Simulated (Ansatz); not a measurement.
A made-up structure of CH₃SeSi (charge -1), singlet:

C1  (-0.388, 0.490, -0.785)
Si2  (0.274, -0.322, 0.585)
Se3  (1.055, -2.311, 0.874)
H4  (-0.725, 1.519, -0.691)
H5  (-0.498, 0.040, -1.766)
H6  (1.867, -3.568, 1.071)
(Å)

It is relaxed with PBE-D4/def2-SVPD and then PBE0-D4/def2-TZVPD (Ansatz 0.2.0). Atoms count as bonded within 1.22 times the sum of their covalent radii (H–H: 0.88 Å). The end point is not checked to be a true minimum.

Does its bonding change? (A judgement: the text doesn't fix the answer.)

By the calculation: No: no bond forms or breaks.

Where it ends: The first stage lowers the energy by 1.94 eV in 17 steps. It ends as CH₃SeSi ([CH2][Si][SeH]), total charge -1:
```json
{"atom": "C1", "x (Å)": "-0.1881", "y (Å)": "0.1359", "z (Å)": "-0.6177"}
{"atom": "Si2", "x (Å)": "0.1796", "y (Å)": "0.0365", "z (Å)": "1.0867"}
{"atom": "Se3", "x (Å)": "1.1708", "y (Å)": "-2.1668", "z (Å)": "1.3033"}
{"atom": "H4", "x (Å)": "-0.6539", "y (Å)": "1.0514", "z (Å)": "-0.9889"}
{"atom": "H5", "x (Å)": "-0.0122", "y (Å)": "-0.6130", "z (Å)": "-1.3905"}
{"atom": "H6", "x (Å)": "1.0877", "y (Å)": "-2.5957", "z (Å)": "-0.1046"}
```

Labels in which every atom is bracketed show which atoms are joined, not bond orders.

For scale, one of the runs: PBE0-D4/def2-TZVPD relaxation, 164 basis functions, launched by `ansatz run in.yaml --threads 2 --pin off --events-out ev --progress --plain --max-ram 4352MiB`. The run took about 18 s on 2 CPU threads of an AMD EPYC 9R45 (shared host).
